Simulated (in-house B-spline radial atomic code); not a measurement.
Configurations of Ca²⁺, with energies counted from [Ne] 3s2 3p6. Level of theory: scalar-relativistic (X2C) RPBE, spin-polarised, spherical fractional occupations, Fermi nucleus of rms radius 3.4776 fm; calculated with a radial B-spline atomic code at the basis-set limit. Shells without spins written out take the highest spin.

Occupations are held fixed; configurations that lie above the ionisation limit could autoionise.

```
                                     configuration  E - E(ref) (eV)  highest orbital  its <r> (bohr)
                                  [Ne] 3s2 3p5 4p1           34.091            4p up           3.522
                                  [Ne] 3s2 3p5 4d1           39.545            4d up           4.645
                                  [Ne] 3s1 3p6 4p1           53.722            4p up            3.51
                                  [Ne] 3s1 3p6 4d1           59.182            4d up           4.624
                                  [Ne] 3s1 3p6 4f1           62.491            4f up            5.69
[He] 2s2 2p(2 up, 3 down) 3s2 3p6 4s(0 up, 1 down)           352.75          4s down           2.998
```

(1) Order these further configurations by energy, lowest first.
A. [Ne] 3s(1 up, 0 down) 3p6 4p(0 up, 1 down)
B. [He] 2s2 2p(3 up, 2 down) 3s2 3p6 4f(0 up, 1 down)
C. [Ne] 3s1 3p6 3d1
D. [Ne] 3s1 3p6 4s1
E. [Ne] 3s2 3p(2 up, 3 down) 3d(1 up, 0 down)

(2) How far above the reference does [Ne] 3s2 3p5 3d1 lie?

(3) How far above the reference does [He] 2s2 2p5 3s2 3p6 4d1 lie?

Results:

(1) E (27.285 eV), C (45.644 eV), D (49.555 eV), A (53.865 eV), B (366.06 eV).

(2) 26.353 eV; its least bound orbital is 3d up with <r> = 1.652 bohr.

(3) 362.47 eV; its least bound orbital is 4d up with <r> = 4.493 bohr.
